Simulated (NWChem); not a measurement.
Species: SnCl2, triplet; SMILES of the neutral closed-shell parent [Cl][Sn][Cl]

```xyz
3

Sn     0.0000     0.0000     0.4215
Cl    -2.0547     0.0000    -0.7832
Cl     2.0547     0.0000    -0.7832
```
Atoms are numbered in this order, from 1.

Level: PBE0/def2-SVP with def2 effective core potentials on Sn, spin-unrestricted (NWChem), optimised geometry, unscaled harmonic frequencies. In the optimisation the excess spin sits in a1 and b2 (C2v, its own frame). The spin multiplicity was typed, not searched, and may not be the lowest. def2 effective core potentials on Sn; no spin-orbit coupling.

```json
[
 {"frequency (cm⁻¹)": "81", "IR intensity (km/mol)": "2.3"},
 {"frequency (cm⁻¹)": "321", "IR intensity (km/mol)": "8.2"},
 {"frequency (cm⁻¹)": "357", "IR intensity (km/mol)": "33.4"}
]
```

| Property | Value |
|---|---|
| zero-point energy | 1.1 kcal/mol |
| thermal correction to the enthalpy at 298.15 K (with zero-point energy) | 4.4 kcal/mol |
| heat capacity Cv | 11.1 cal/(mol K) |
| entropy at 298.15 K and 1 atm (symmetry number 2, electronic part: spin degeneracy alone) | 75.9 cal/(mol K) |

Rigid rotor and harmonic oscillator; modes under 100 cm⁻¹ make the entropy uncertain.
